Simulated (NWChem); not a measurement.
## Correlation energy of FS

SMILES: F[S]
```xyz
2

S      0.0000     0.0000     0.5862
F      0.0000     0.0000    -1.0421
```
Charge 0, spin multiplicity 2.

The numbers come from NWChem runs, not from measurements. All single points use one geometry, from UB3LYP/def2-SVP, a minimum by its harmonic frequencies.

Basis set: 3-21G. Each correlation energy counts from its own Hartree-Fock reference.

The correlated methods keep 6 core orbitals frozen. The structure started from a generated list of species. The unpaired electrons of the parent sit in orbitals of symmetry b1 (C2v labels of the run); other states weren't searched. No SCF solution was tested for a lower state. Open-shell Hartree-Fock references start from PBE0 orbitals. Coupled-cluster values serve here as a point of comparison, not as the truth.

Question: For the correlation energy, UMP2 gives -159.2 mHa and SCS-UMP2 gives -156.0 mHa. What do CCSD on UHF, CCSD[T] on UHF, CCSD(T) on UHF give?

Answer: CCSD on UHF: -167.0 mHa; CCSD[T] on UHF: -170.8 mHa; CCSD(T) on UHF: -169.9 mHa.
